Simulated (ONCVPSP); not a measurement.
nickel: one change to an ONCV potential, before and after

| Item | Value |
| --- | --- |
| Element | Ni |
| Generator | ONCVPSP 4.0.1 |
| Type | optimised norm-conserving Vanderbilt (ONCV) |
| Functional | LDA (Perdew-Wang 92) |
| Relativity | scalar-relativistic |
| Frozen core | [Ne] |
| Valence charge | 18 |
| Reference configuration | 3s2 3p6 3d9 4s1 |
| Partial waves | 3s+4s: rc 1.15 bohr, ncon 4, nbas 7, qcut 13.6 1/bohr, 2 projectors; 3p: rc 1.00 bohr, ncon 3, nbas 6, qcut 14 1/bohr, 2 projectors, debl 1.2 Ha; 3d: rc 1.00 bohr, ncon 3, nbas 7, qcut 15.5 1/bohr, 1 projector |
| Local potential | polynomial inside 0.90 bohr (lpopt 5, dvloc0 2 Ha) |
| Core correction | none |

In the p channel the program set the typed energies aside and used -2.439, 0.250 Ha.

All-electron outer shells of the reference configuration (LDA (PZ), scalar-relativistic, ld1.x):

```json
{"shell": "2p", "level (eV)": "-838.68", "outermost node (bohr)": "–", "outermost maximum (bohr)": "0.16"}
{"shell": "3s", "level (eV)": "-105.48", "outermost node (bohr)": "0.30", "outermost maximum (bohr)": "0.64"}
{"shell": "3p", "level (eV)": "-66.36", "outermost node (bohr)": "0.27", "outermost maximum (bohr)": "0.65"}
{"shell": "3d", "level (eV)": "-4.92", "outermost node (bohr)": "–", "outermost maximum (bohr)": "0.63"}
{"shell": "4s", "level (eV)": "-4.74", "outermost node (bohr)": "0.93", "outermost maximum (bohr)": "2.32"}
```

Change: s: qcut 13.1; p: qcut 13.5; d: qcut 14.9.

Cutoffs: the cutoffs (Ha) at which the residual kinetic energy of the hardest occupied pseudo-wave falls to 1 and 0.1 mHa per electron; they do not see the model core or the augmentation charge, which bear on the density cutoff. Errors are all-electron minus pseudo energies relative to the spin-unpolarised reference configuration.

Q: Predict the effect on cutoff, ghosts and configuration errors.

A: The potential gets neither clearly harder nor softer (90 Ha and 102 Ha → 86 Ha and 97 Ha); of the 4 tests that both files solve, the error grows in 3 and shrinks in 0 by more than 15 % and 0.3 meV (median size 1.3 → 1.7 meV); neither file shows a bound ghost.

```csv
quantity,base,changed
"cutoff, loose",90 Ha,86 Ha
"cutoff, tight",102 Ha,97 Ha
loose cutoff by channel,"s 56 Ha, p 39 Ha, d 90 Ha","s 52 Ha, p 40 Ha, d 86 Ha"
bound ghosts,none,none
GHOST(+) flags under 300 eV,none,none
"error for 3s2 3p6 3d8 4s2, meV [ΔE 1.64 eV]",+0.7,+0.4
"error for 3s2 3p6 3d8 4s1, meV [ΔE 11.23 eV]",-1.9,-2.4
"error for 3s2 3p6 3d8 4s0, meV [ΔE 28.89 eV]",-4.5,-5.3
"error for 3s2 3p6 3d8 4s1.5, meV [ΔE 5.48 eV]",-0.5,-0.9
s: phases at 1.17 bohr within 0.05 rad from the reference energy up to (Ha; the scan ends near 5),to the end of the scan,to the end of the scan
p: phases at 1.01 bohr within 0.05 rad from the reference energy up to (Ha; the scan ends near 5),to the end of the scan,to the end of the scan
d: phases at 1.01 bohr within 0.05 rad from the reference energy up to (Ha; the scan ends near 5),4.5,4.4
```
